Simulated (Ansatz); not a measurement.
`F[SiH2][SnH3]` + CH₃NH₂ → `C[NH][SnH3]` + `F[SiH3]` at 600 K and 1 bar (cleavage of the Sn–Si bond).

Program: Ansatz. Geometries: PBE0-D4/def2-TZVP. ΔE: electronic, gas phase. CCSD(T)/CBS is the MP2 limit (def2-TZVPP, def2-QZVPP) plus CCSD(T) − MP2 in def2-TZVPP, frozen cores. This one scheme is used for every species. Elements past krypton have def2 core potentials. For Sn outer-core shells are correlated without core-valence functions, which leaves a few kJ/mol of doubt a bond.

```tsv
species	CCSD(T)/CBS energy (Eh)	H − E (kJ/mol)	S (J/(mol·K))
`F[SiH2][SnH3]`	-605.93962	158.7	418.5
CH₃NH₂	-95.75281	199.3	283.8
`C[NH][SnH3]`	-310.95876	247.5	405.5
`F[SiH3]`	-390.72345	101.0	280.0
```

H − E and S are ideal-gas, rigid-rotor, harmonic terms from PBE0-D4/def2-TZVP, for one conformer and one mirror image of each species. 1 Eh = 2625.50 kJ/mol, R = 8.31446 J/(mol·K).

Task: By hand: ΔE, ΔH, ΔS and ΔG.

Result: ΔE = (-310.95876) + (-390.72345) − (-605.93962) − (-95.75281) = 0.01022 Eh = 26.8 kJ/mol. Δ(H − E) = 247.5 + 101.0 − 158.7 − 199.3 = -9.5, so ΔH = 17.3 kJ/mol. ΔS = 405.5 + 280.0 − 418.5 − 283.8 = -16.8 J/(mol·K). ΔG = 17.3 − 600 × (-16.8)/1000 = 27.4 kJ/mol.

Task: By hand: the equilibrium constant, and the temperature at which ΔG would vanish if ΔH and ΔS stayed fixed.

Result: log₁₀ K = −ΔG/(RT ln 10) = -2.4. ΔH and −TΔS have one sign here, so there is no such temperature.

TΔS isn't small against ΔH here. A doubt of 5 kJ/mol in ΔE shifts log₁₀ K by 0.4 here. Other conformers and mirror images would add mixing entropy, several J/(mol·K) or more a flexible species. These are equilibria of isolated gas molecules and say nothing of rates. Largest T1 diagnostic: 0.013 (customary marks: 0.02 for closed shells, 0.045 for open ones).
